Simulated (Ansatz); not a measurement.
Cost and result for the atomization energy of BFH$_{4}$OSSi, SMILES `OB(F)S[SiH3]` (9 atoms, 8 bonds).

Z-matrix (Å, degrees):
```
Si
S 1 2.149
H 1 1.483 2 104.4
H 1 1.482 2 111.2 3 -118.3
H 1 1.482 2 111.1 3 118.3
B 2 1.810 1 99.0 3 180.0
F 6 1.333 2 118.2 1 -180.0
O 6 1.353 2 121.7 1 -0.0
H 8 0.962 6 113.4 2 -180.0
```

Total charge 0; spin multiplicity 1. All single points use the PBE0-D4/def2-TZVP geometry. It is one conformer, not always the lowest. Program: Ansatz. All runs use 4 threads of an Arm Neoverse V2 on a shared host. Times are those of one run each, without the atoms' runs, and a repeat can differ threefold. Electronic energies, without spin–orbit coupling; frozen cores. CCSD(T)/CBS adds CCSD(T) − MP2 in def2-TZVPP to the MP2 limit, and its time is that of the two runs behind it. T1 = 0.013. B3LYP takes the VWN-RPA correlation (the form of Gaussian; ORCA's B3LYP/G).

CCSD(T)/CBS is a level of theory with its own doubt, some kJ/mol a heavy atom from the limit and from the frozen cores, so smaller differences don't rank the functionals.

```tsv
level	functions	atomization (kcal/mol)	difference from CCSD(T)/CBS	per bond
PBE0-D4/def2-TZVPP	233	801.7	-3.8	-0.5
ωB97X-V/def2-TZVPP	233	809.2	3.7	0.5
CCSD(T)/def2-TZVPP	233	783.3	-22.2	-2.8
r2SCAN-D4/def2-TZVPP (with forces)	233	810.9	5.4	0.7
MP2/def2-QZVPP	431	816.9	11.4	1.4
PBE-D4/def2-TZVPP (with forces)	233	816.3	10.8	1.4
ωB97M-V/def2-TZVPP (with forces)	233	810.0	4.5	0.6
B3LYP-D4/def2-TZVPP (with forces)	233	802.1	-3.4	-0.4
CCSD(T)/CBS(def2)	–	805.5	0.0	0.0
B2PLYP/def2-TZVPP	233	795.7	-9.8	-1.2
```

(1) Order the runs by time, with rough figures. (Best estimate.)

Results:

(1) The calculation gave: PBE-D4/def2-TZVPP (with forces) 1.8 s; PBE0-D4/def2-TZVPP 2 s; B3LYP-D4/def2-TZVPP (with forces) 3 s; B2PLYP/def2-TZVPP 3.4 s; r2SCAN-D4/def2-TZVPP (with forces) 3.4 s; ωB97X-V/def2-TZVPP 5.5 s; ωB97M-V/def2-TZVPP (with forces) 7.5 s; MP2/def2-QZVPP 12 s; CCSD(T)/def2-TZVPP 73 s; CCSD(T)/CBS(def2) 85 s.

In def2-TZVPP, CCSD(T) changes the Hartree–Fock value by +183.9 kcal/mol (the triples alone add +12.3 kcal/mol) and MP2 by +204.4 kcal/mol; breaking electron pairs costs correlation energy, which Hartree–Fock lacks. The D4 term adds +8.1 kcal/mol with B3LYP and +4.2 kcal/mol with PBE0; it sums over pairs of atoms, weighted by their polarisabilities, and B3LYP, whose exchange is more repulsive, gets the larger term. From PBE to PBE0 (25 % exact exchange), in def2-TZVPP and without D4, the atomization energy moves by −13.8 kcal/mol: exact exchange takes away binding that semilocal exchange gives to molecules.
